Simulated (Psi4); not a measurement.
Pair of molecules, SMILES F with SMILES C=C (the first has 2 atoms); geometry from B3LYP-D3(BJ)/def2-TZVP, rigid monomers moved along the line of their centres of mass till H2···C3 is 2.55 Å.
(charge 0, multiplicity 1):
```xyz
8

F     -0.2339     0.8565     0.5851
H     -0.1684     0.5554     1.4687
C     -0.5205     0.1403     3.9575
C      0.5216    -0.6137     3.6247
H     -0.3979     1.1599     4.3022
H     -1.5348    -0.2368     3.9065
H      0.3995    -1.6363     3.2888
H      1.5365    -0.2396     3.6845
```

Method: SAPT0/jun-cc-pV(D+d)Z run with Psi4.

Problem. Which attractive term is largest, and how does the interaction split up?

Solution. electrostatics -4.52, exchange 3.20, induction -1.70, dispersion -0.95, total -3.98 kcal/mol; the largest attraction is electrostatics.
